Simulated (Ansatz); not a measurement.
Program: Ansatz. Geometries: PBE0-D4/def2-TZVP. ΔE: electronic, gas phase. CBS: MP2 limit from def2 TZ/QZ plus the TZ coupled-cluster correction, frozen cores. This one scheme is used for every species. DFT in def2-TZVPP. B3LYP here is the variant with VWN-RPA as its local correlation; programs differ in this. One conformer a species, not always the lowest.

Consider the hydrogenolysis of the Si–B bond: `ClB(Cl)[Si](Cl)(Cl)Cl` + H₂ → trichlorosilane + `ClBCl`.

```
                species  B3LYP-D4 energy (Eh)
`ClB(Cl)[Si](Cl)(Cl)Cl`           -2615.78060
                     H₂              -1.18011
        `Cl[SiH](Cl)Cl`           -1670.97442
                `ClBCl`            -945.99745
```

Work out ΔE.

ΔE = (-1670.97442) + (-945.99745) − (-2615.78060) − (-1.18011) = -0.01116 Eh = -29.3 kJ/mol. CCSD(T)/CBS gives -34.1 kJ/mol.

Largest T1 diagnostic among the species: 0.012.

From PBE to PBE0 (25 % exact exchange), in def2-TZVPP and without D4, ΔE moves by −7.7 kJ/mol. Leaving LDA and LC-ωPBE aside and taking each functional with its dispersion term where it has one, the values, not all of them listed here, spread over 33.1 kJ/mol, from B2PLYP to revPBE-D4. LDA lies +8.5 kJ/mol from PBE without D4.
